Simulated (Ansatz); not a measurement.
**Question.** Name a neutral molecule of C, Cl, F, Hf, N and H with size of the dipole moment (ωB97M-V/def2-TZVPP) between 3.00 and 3.30 D and HOMO–LUMO gap (B3LYP/def2-TZVPP) between 5.75 and 6.05 eV (Ansatz, PBE0-D4/def2-TZVP geometry).

**Answer.** `CC(C)[NH][Hf]([F])([Cl])[Cl]` (3.19 D, 5.89 eV); `C[N](C)[Hf]([F])([Cl])[Cl]` (3.07 D, 5.77 eV). Other molecules can fit too; these were computed, each in one conformer that needn't be the lowest.

B3LYP here is the variant with VWN-RPA as its local correlation; programs differ in this.
